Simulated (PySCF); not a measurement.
**Solvent effects on NMR parameters**

Geometry:
```csv
atom,x (Å),y (Å),z (Å)
C1,4.390,-0.087,0.190
C2,3.167,-0.129,0.747
Al3,1.567,0.122,-0.337
C4,-0.270,0.052,0.365
C5,-1.087,-1.139,-0.169
C6,-2.540,-0.797,0.195
C7,-2.615,0.745,0.202
C8,-1.170,1.238,-0.022
H9,4.531,0.088,-0.885
H10,5.315,-0.223,0.767
H11,3.130,-0.310,1.831
H12,1.794,0.372,-1.900
H13,-0.241,-0.022,1.469
H14,-0.767,-2.110,0.241
H15,-0.986,-1.207,-1.268
H16,-3.262,-1.255,-0.499
H17,-2.770,-1.195,1.196
H18,-3.296,1.131,-0.571
H19,-3.001,1.108,1.166
H20,-0.946,2.154,0.548
H21,-1.027,1.489,-1.088
```

GIAO PBE0/pcSseg-1 in PySCF on one PBE0-D3(BJ)/def2-SVP conformer, non-relativistic, equivalent nuclei averaged. Solvents enter as an IEF-PCM continuum (acetone with ε = 20.5, water with ε = 78.4) around the gas-phase geometry. Shifts are referred to TMS, AlH4- computed in the same medium.

Gas phase, δ in ppm: C1 156.5, C2 153.7, C5/C8 30.6, C6/C7 27.0, C4 26.7, Al3 200.7, H10 7.02, H11 6.84, H9 6.65, H12 5.00, H16/H18 1.67, H14/H20 1.66, H17/H19 1.42, H15/H21 1.25. Dipole moment 0.75 D.

Q: How does each δ change in the continuum?

A: 
```json
{"atoms": "C1", "environment": "terminal =CH2 carbon", "Δδ, acetone": "+0.3", "Δδ, water": "+0.3"}
{"atoms": "C2", "environment": "alkene CH", "Δδ, acetone": "+1.9", "Δδ, water": "+2.1"}
{"atoms": "C5/C8", "environment": "sp3 CH2 in a ring", "Δδ, acetone": "+1.0", "Δδ, water": "+1.1"}
{"atoms": "C6/C7", "environment": "sp3 CH2 in a ring", "Δδ, acetone": "+0.6", "Δδ, water": "+0.6"}
{"atoms": "C4", "environment": "sp3 CH bonded to Al", "Δδ, acetone": "+0.8", "Δδ, water": "+0.9"}
{"atoms": "Al3", "environment": "aluminium bonded to 2 C, H", "Δδ, acetone": "-23.7", "Δδ, water": "-25.0"}
{"atoms": "H10", "environment": "hydrogen on a terminal =CH2 carbon", "Δδ, acetone": "+0.02", "Δδ, water": "+0.02"}
{"atoms": "H11", "environment": "hydrogen on an alkene CH", "Δδ, acetone": "+0.09", "Δδ, water": "+0.10"}
{"atoms": "H9", "environment": "hydrogen on a terminal =CH2 carbon", "Δδ, acetone": "+0.02", "Δδ, water": "+0.02"}
{"atoms": "H12", "environment": "hydrogen on an aluminium bonded to 2 C", "Δδ, acetone": "-0.48", "Δδ, water": "-0.51"}
{"atoms": "H16/H18", "environment": "hydrogen on an sp3 CH2 in a ring", "Δδ, acetone": "-0.06", "Δδ, water": "-0.06"}
{"atoms": "H14/H20", "environment": "hydrogen on an sp3 CH2 in a ring", "Δδ, acetone": "+0.06", "Δδ, water": "+0.07"}
{"atoms": "H17/H19", "environment": "hydrogen on an sp3 CH2 in a ring", "Δδ, acetone": "-0.04", "Δδ, water": "-0.04"}
{"atoms": "H15/H21", "environment": "hydrogen on an sp3 CH2 in a ring", "Δδ, acetone": "-0.02", "Δδ, water": "-0.02"}
```

Changes are relative to the gas phase. The dipole moment becomes 1.00 D in acetone, 1.02 D in water.

Q: Which nuclei move most (in ppm), and what does the model miss?

A: Al3 (aluminium bonded to 2 C, H, -25.0 ppm) in water. A continuum only polarises the solute; specific hydrogen bonds, the anisotropy of aromatic solvents and changes of geometry or conformer are outside it.
